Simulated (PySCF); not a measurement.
Vertical excitations of a molecule C5H4F2O from TDA-PBE/def2-SVPD (PySCF 2.14.0), as energy in eV (oscillator strength): 4.21 (0.002), 4.60 (0.001), 5.27 (0.034), 5.49 (0.023), 6.02 (0.004), 6.28 (0.017). Lowest triplet (TDA): 3.98 eV. Geometry optimised at B3LYP-D3(BJ)/def2-SVP. The values are those of a single conformer.

Task: Pick the molecule that these values belong to.
A) C=C=CO/C(F)=C\F
B) C=COC(F)=C=CF
C) FC(F)=C1C=COC1
D) FC1=CCC=C(F)O1

Result: A, C=C=CO/C(F)=C\F
